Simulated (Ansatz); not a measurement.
Two members of one family (B2H6-nXn), computed with Ansatz in the gas phase. The two geometries come from different levels. Binding counts from free atoms in the multiplicity of their measured ground term, without zero-point energy. A dash marks a value that wasn't run or was left out as unsound. The structures are stationary points that may keep the symmetry of their start.

First: diborane 1,1-di Cl (singlet, charge 0, PBE0-D4/def2-SVP geometry).

```xyz
8

B     0.732    0.248    0.255
Cl    0.958    0.815    1.913
Cl    2.116    0.229   -0.843
H     0.108   -0.969    0.252
B    -0.862   -0.293   -0.300
H    -0.960   -0.667   -1.437
H    -1.769   -0.258    0.487
H    -0.324    0.897   -0.327
```

| level | HOMO (eV) | LUMO (eV) | gap (eV) | vertical IE (eV) | binding per atom (eV) |
| --- | --- | --- | --- | --- | --- |
| PBE-D4/def2-SVP | -7.45 | -1.96 | 5.49 | – | 3.48 |
| PBE-D4/def2-TZVP | -7.66 | -2.22 | 5.45 | 10.78 | 3.44 |
| r2SCAN-D4/def2-TZVP | -8.02 | -1.93 | 6.08 | 11.03 | 3.43 |
| B3LYP-D4/6-31G | -8.82 | -1.46 | 7.35 | – | 3.21 |
| PBE0-D4/def2-SVP | -8.93 | -1.07 | 7.86 | – | 3.45 |

Second: diborane 1,1-di F (singlet, charge 0, PBE-D4/def2-TZVP geometry).

```xyz
8

B     0.228    0.352   -0.770
F    -0.244   -0.154   -1.918
F     1.052    1.406   -0.823
H    -0.820    0.584    0.139
B    -0.232   -0.359    0.785
H     0.218    0.133    1.777
H    -0.970   -1.298    0.773
H     0.768   -0.665    0.037
```

Q: Estimate how these quantities change from the first to the second (second minus first).

A: 
| level | Δ HOMO (eV) | Δ LUMO (eV) | Δ gap (eV) | Δ vertical IE (eV) | Δ binding per atom (eV) |
| --- | --- | --- | --- | --- | --- |
| PBE-D4/def2-SVP | -1.20 | 0.88 | 2.08 | – | 0.54 |
| PBE-D4/def2-TZVP | -1.14 | 0.99 | 2.13 | 1.72 | 0.51 |
| r2SCAN-D4/def2-TZVP | -1.17 | 1.11 | 2.28 | 1.71 | 0.49 |
| B3LYP-D4/6-31G | -1.32 | 1.04 | 2.36 | – | 0.51 |
| PBE0-D4/def2-SVP | -1.32 | 0.95 | 2.27 | – | 0.49 |
